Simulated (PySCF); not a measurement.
Species: C₆H₉N₃.
Atom-mapped SMILES: `[CH2:1]=[CH:2][n:3]1[n:4][c:5]([CH3:6])[c:7]([CH3:8])[n:9]1` (hydrogens: H10, H11 on C1; H12 on C2; H13, H14, H15 on C6; H16, H17, H18 on C8)

The same species was optimised twice, with GFN2-xTB and with PBE0-D3(BJ)/def2-SVP (PySCF), and the same property calculations (PySCF, gas phase) were run on both structures.

```tsv
coordinate	GFN2-xTB	PBE0-D3(BJ)/def2-SVP	change
C2–N3 (Å)	1.382	1.399	+0.017
C1=C2 (Å)	1.324	1.332	+0.008
C5–C7 (Å)	1.417	1.422	+0.005
C5–C6 (Å)	1.482	1.486	+0.004
C7–C8 (Å)	1.482	1.486	+0.004
C7–N9 (Å)	1.322	1.325	+0.003
N4–C5 (Å)	1.322	1.325	+0.003
N3–N4 (Å)	1.323	1.325	+0.002
N3–N9 (Å)	1.322	1.321	-0.001
N4–N3–N9 (°)	114.2	115.4	+1.2
C1–C2–N3 (°)	123.3	124.3	+1.0
N3–N4–C5 (°)	105.2	104.4	-0.8
N4–C5–C6 (°)	123.8	123.0	-0.8
C8–C7–N9 (°)	123.7	122.9	-0.8
C2–N3–N4 (°)	121.7	121.0	-0.7
N3–N9–C7 (°)	105.2	104.4	-0.8
C5–C7–C8 (°)	128.5	129.1	+0.6
C1–C2–N3–N4 (°)	180	180	0
```

Rotational constants: A = 3441, B = 1219, C = 910.4 MHz (GFN2-xTB) against A = 3384, B = 1211, C = 901.8 MHz (PBE0-D3(BJ)/def2-SVP). Point groups within 0.08 Å: Cs and Cs.

On the GFN2-xTB structure: HOMO (eV) -6.59 [PBE0/pcSseg-1]; LUMO (eV) -0.82 [PBE0/pcSseg-1]; dipole (D) 1.36 [PBE0/pcSseg-1]; GIAO shielding of C1 (ppm) 81.1 [PBE0/pcSseg-1]; GIAO shielding of C2 (ppm) 47.8 [PBE0/pcSseg-1]; GIAO shielding of N3 (ppm) -11.5 [PBE0/pcSseg-1]; GIAO shielding of N4/N9 (mean) (ppm) -89.2 [PBE0/pcSseg-1]; GIAO shielding of C5/C7 (mean) (ppm) 38.3 [PBE0/pcSseg-1]; GIAO shielding of C6/C8 (mean) (ppm) 174.3 [PBE0/pcSseg-1].

Problem. What do these properties become on the PBE0-D3(BJ)/def2-SVP structure?

Solution. 
```tsv
property	level	on GFN2-xTB	on PBE0-D3(BJ)/def2-SVP	change
HOMO (eV)	PBE0/pcSseg-1	-6.59	-6.61	-0.02
LUMO (eV)	PBE0/pcSseg-1	-0.82	-0.84	-0.02
dipole (D)	PBE0/pcSseg-1	1.36	1.30	-0.06
energy, GFN2-xTB geometry as zero (kcal/mol)	PBE0/pcSseg-1	0.0	-0.7	-0.7
GIAO shielding of C1 (ppm)	PBE0/pcSseg-1	81.1	78.8	-2.3
GIAO shielding of C2 (ppm)	PBE0/pcSseg-1	47.8	44.3	-3.5
GIAO shielding of N3 (ppm)	PBE0/pcSseg-1	-11.5	-14.7	-3.2
GIAO shielding of N4/N9 (mean) (ppm)	PBE0/pcSseg-1	-89.2	-89.8	-0.6
GIAO shielding of C5/C7 (mean) (ppm)	PBE0/pcSseg-1	38.3	37.6	-0.7
GIAO shielding of C6/C8 (mean) (ppm)	PBE0/pcSseg-1	174.3	172.3	-2.0
```

The heavy atoms differ by 0.014 Å rms after alignment. Among bonds between heavy atoms C2–N3 changes most (+0.017 Å). Changes are differences of the printed values. Neither structure is proved a minimum here.

The values belong to the conformer `[CH2:1]=[CH:2][n:3]1[n:4][c:5]([CH3:6])[c:7]([CH3:8])[n:9]1`: C1–C2–N3–N4 180°.
